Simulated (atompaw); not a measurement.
# Eu: one change to a PAW (atompaw) potential, before and after

| Property | Result |
| --- | --- |
| Element | Eu (Z = 63) |
| Generator | atompaw 4.2.0.5 |
| Type | PAW |
| Functional | PBE |
| Relativity | scalar-relativistic |
| Frozen core | [Kr] 4d10 4f6 |
| Valence charge | 11 |
| Reference configuration | 5s2 5p6 5d1 6s1 6p0 (charge +1) |
| Partial waves | 5s (bound): rc 2.35 bohr; 6s (bound): rc 2.85 bohr; 5p (bound): rc 2.15 bohr; 6p (bound, empty): rc 2.85 bohr; 5d (bound): rc 2.85 bohr; 5d channel at 1.3 Ry: rc 2.85 bohr |
| Local potential | bessel scheme, radius 1.95 bohr |
| Core correction | smooth core density matched at 1.85 bohr |
| Augmentation charge | gaussian compensation charge, radius 2.35 bohr; PAW radius 2.85 bohr; waves and projectors: custom polynom2 7 10 vanderbiltortho |

All-electron outer shells of the reference configuration (PBE, scalar-relativistic, ld1.x):

```json
{"shell": "5s", "level (eV)": "-54.50", "outermost node (bohr)": "0.67", "outermost maximum (bohr)": "1.21"}
{"shell": "5p", "level (eV)": "-32.90", "outermost node (bohr)": "0.72", "outermost maximum (bohr)": "1.38"}
{"shell": "4f", "level (eV)": "-14.63", "outermost node (bohr)": "–", "outermost maximum (bohr)": "0.59"}
{"shell": "6s", "level (eV)": "-9.15", "outermost node (bohr)": "1.63", "outermost maximum (bohr)": "3.26"}
{"shell": "5d", "level (eV)": "-8.46", "outermost node (bohr)": "0.81", "outermost maximum (bohr)": "1.95"}
{"shell": "6p", "level (eV)": "-5.69", "outermost node (bohr)": "1.93", "outermost maximum (bohr)": "4.13"}
```

Change: augmentation gaussian compensation charge, radius 2.35 bohr; PAW radius 2.85 bohr; waves and projectors: modrrkj vanderbiltortho.

Cutoffs: the cutoffs (Ry, on a coarse ladder) from which the occupation-weighted sum of valence levels, in a spherical-Bessel basis at the reference potential, stays within 10 and 1 mRy of its value at 400 Ry; they do not see the model core or the augmentation charge, which bear on the density cutoff.

Task: What does the change do?

Result: The potential gets softer (15 Ry and 40 Ry → 15 Ry and 25 Ry); the range in which the s phases agree widens (upper end -0.4 → 3.8); the range in which the d phases agree narrows (upper end 2.5 → -0.5); neither file shows a bound ghost.

```tsv
quantity	base	changed
cutoff, loose	15 Ry	15 Ry
cutoff, tight	40 Ry	25 Ry
loose cutoff by channel (10 mRy a level)	s 10 Ry, p 12 Ry, d 12 Ry	s 8 Ry, p 12 Ry, d 8 Ry
bound ghosts	none	none
s: phases at 2.85 bohr within 0.05 rad from the reference energy up to (Ry; the scan ends near 5)	-0.4	3.8
p: phases at 2.85 bohr within 0.05 rad from the reference energy up to (Ry; the scan ends near 5)	to the end of the scan	to the end of the scan
d: phases at 2.85 bohr within 0.05 rad from the reference energy up to (Ry; the scan ends near 5)	2.5	-0.5
lowest overlap eigenvalue by channel	s 0.47, p 0.44, d 0.87	s 0.83, p 0.74, d 1.00
```

 The cutoffs see the waves, projectors and local potential, not the compensation charge or the core.
